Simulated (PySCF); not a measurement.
Cartesian coordinates (Å):
```xyz
7

C     -0.8377    -0.5483    -0.5816
C     -0.0502     0.0452     0.3274
Si     1.5819     0.7715    -0.2575
H     -1.7947    -0.9986    -0.3335
H     -0.5429    -0.6045    -1.6259
H     -0.3971     0.0716     1.3578
H      2.0406     1.2630     1.1133
```
Charge 0, multiplicity 1.

Question: Predict the HOMO, LUMO and total energy from PBE-D3(BJ)/def2-TZVP // B3LYP-D3(BJ)/def2-TZVP (PySCF).

Answer: 
The HOMO comes out as -5.30 eV. The LUMO comes out as -3.61 eV and the total energy comes out as -367.7980 Ha.
